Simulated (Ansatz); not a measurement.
`N[AsH]N[SiH3]` at its PBE0-D4/def2-TZVP geometry, where that method's forces vanish. Charge 0, multiplicity 1.

```json
{"atom": "N1", "x (Å)": "-0.2213", "y (Å)": "-1.0834", "z (Å)": "-2.0863"}
{"atom": "As2", "x (Å)": "0.7939", "y (Å)": "-1.1453", "z (Å)": "-0.5503"}
{"atom": "N3", "x (Å)": "-0.1370", "y (Å)": "-0.1891", "z (Å)": "0.7377"}
{"atom": "Si4", "x (Å)": "0.3005", "y (Å)": "1.3826", "z (Å)": "1.2852"}
{"atom": "H5", "x (Å)": "-0.0558", "y (Å)": "-0.2454", "z (Å)": "-2.6262"}
{"atom": "H6", "x (Å)": "-1.2160", "y (Å)": "-1.2239", "z (Å)": "-1.9741"}
{"atom": "H7", "x (Å)": "0.2111", "y (Å)": "-2.4910", "z (Å)": "-0.1283"}
{"atom": "H8", "x (Å)": "-1.0314", "y (Å)": "-0.5679", "z (Å)": "1.0121"}
{"atom": "H9", "x (Å)": "1.6733", "y (Å)": "1.6383", "z (Å)": "0.7781"}
{"atom": "H10", "x (Å)": "0.2846", "y (Å)": "1.4674", "z (Å)": "2.7716"}
{"atom": "H11", "x (Å)": "-0.6019", "y (Å)": "2.4578", "z (Å)": "0.7804"}
```

Q: For each bond, give half the difference of the two atoms' forces along it (eV/Å; positive pushes the atoms apart) under PBE-D4, r2SCAN-D4, B3LYP-D4, ωB97M-V in def2-TZVPP. (Estimate.)

A: Computed: 
| bond | length (Å) | PBE-D4 | r2SCAN-D4 | B3LYP-D4 | ωB97M-V |
| --- | --- | --- | --- | --- | --- |
| N1–As2 | 1.842 | 0.28 | 0.11 | 0.27 | 0.03 |
| N1–H5 | 1.010 | 0.20 | 0.00 | -0.06 | -0.03 |
| N1–H6 | 1.011 | 0.19 | 0.01 | -0.06 | -0.05 |
| As2–N3 | 1.855 | 0.25 | 0.13 | 0.25 | 0.03 |
| As2–H7 | 1.526 | 0.25 | 0.00 | 0.00 | -0.13 |
| N3–Si4 | 1.721 | 0.04 | -0.01 | 0.04 | 0.14 |
| N3–H8 | 1.009 | 0.16 | 0.01 | -0.07 | -0.05 |
| Si4–H9 | 1.486 | 0.06 | -0.03 | -0.07 | -0.11 |
| Si4–H10 | 1.489 | 0.04 | -0.03 | -0.09 | -0.14 |
| Si4–H11 | 1.492 | 0.04 | -0.02 | -0.08 | -0.13 |

B3LYP here is the variant with VWN-RPA as its local correlation; programs differ in this.
